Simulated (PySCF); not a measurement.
C3H3BF2, SMILES C(#C)B(F)CF.

Geometry: B3LYP-D3(BJ)/def2-SVP. This is a generated structure with no PubChem entry under its InChIKey; it may be hypothetical. One conformer was computed; it need not be the lowest.

Computed with PySCF with PBE/def2-TZVP.

Symmetry labels are those of the subgroup Cs that the program uses (full group Cs).

List the valence orbital energies around the gap with their symmetry. (The exact figures need the calculation; the answer reports its results.)


| orbital | symmetry | energy (eV) |
|---|---|---|
| HOMO−7 | A' | -11.94 |
| HOMO−6 | A' | -11.55 |
| HOMO−5 | A" | -11.03 |
| HOMO−4 | A' | -9.71 |
| HOMO−3 | A" | -8.14 |
| HOMO−2 | A" | -7.68 |
| HOMO−1 | A' | -7.58 |
| HOMO | A' | -7.26 |
| LUMO | A" | -2.76 |
| LUMO+1 | A' | -0.91 |
| LUMO+2 | A' | 0.32 |
| LUMO+3 | A' | 1.00 |
